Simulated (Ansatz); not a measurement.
Reaction (formal exchange of groups at a B–C bond): `CB(S)Br` + `CCC(C)(C)S` → `CCB(S)Br` + `CC(C)(C)S`

Program: Ansatz. Geometries: PBE0-D4/def2-TZVP. ΔE: electronic, gas phase. CCSD(T)/CBS is the MP2 limit (def2-TZVPP, def2-QZVPP) plus CCSD(T) − MP2 in def2-TZVPP, frozen cores. Functionals use def2-TZVPP. B3LYP here is the variant with VWN-RPA as its local correlation; programs differ in this. HSE06 is defined as in plane-wave codes. For Br outer-core shells are correlated without core-valence functions, which leaves a few kJ/mol of doubt a bond. Scalar relativity is left out up to krypton. Each species was taken in one conformer, which may not be the lowest.

```csv
level,ΔE (kJ/mol),difference from CCSD(T)/CBS
PBE-D4,6.7,0.6
revPBE-D4,7.2,1.1
r2SCAN-D4,7.4,1.3
B97M-V,8.3,2.2
PBE0-D4,6.7,0.6
B3LYP-D4,6.3,0.2
r2SCANh-D4,7.3,1.2
r2SCAN0-D4,7.2,1.1
CAM-B3LYP-D4,6.7,0.6
ωB97X-V,6.6,0.5
ωB97M-V,7.3,1.2
B2PLYP,4.9,-1.2
PBE-QIDH,6.2,0.1
PBE,4.9,-1.2
revPBE,2.5,-3.6
BLYP,2.9,-3.2
r2SCAN,6.8,0.7
PBE0,5.2,-0.9
B3LYP,3.7,-2.4
r2SCANh,6.7,0.6
r2SCAN0,6.5,0.4
HSE06,5.1,-1.0
BHLYP,4.2,-1.9
CAM-B3LYP,5.1,-1.0
LC-ωPBE,5.5,-0.6
RPA@PBE/def2-TZVPP,4.9,-1.2
HF/def2-SVP,2.6,-3.5
MP2/def2-SVP,6.8,0.7
CCSD/def2-SVP,5.6,-0.5
CCSD(T)/def2-SVP,6.1,0.0
HF/def2-TZVPP,1.7,-4.4
MP2/def2-TZVPP,6.9,0.8
CCSD/def2-TZVPP,5.7,-0.4
CCSD(T)/def2-TZVPP,6.4,0.3
HF/def2-QZVPP,1.6,-4.5
MP2/def2-QZVPP,6.7,0.6
SCS-MP2/def2-QZVPP,5.1,-1.0
HF/CBS(def2),1.6,-4.5
MP2/CBS(def2),6.6,0.5
CCSD/CBS(def2),5.4,-0.7
CCSD(T)/CBS,6.1,0
```

Largest T1 diagnostic among the species: 0.011.

In def2-TZVPP, CCSD(T) changes the Hartree–Fock value by +4.7 kJ/mol (the triples alone add +0.7 kJ/mol) and MP2 by +5.2 kJ/mol. Leaving LDA and LC-ωPBE aside and taking each functional with its dispersion term where it has one, the values spread over 3.4 kJ/mol, from B2PLYP to B97M-V. LDA lies +5.4 kJ/mol from PBE without D4.
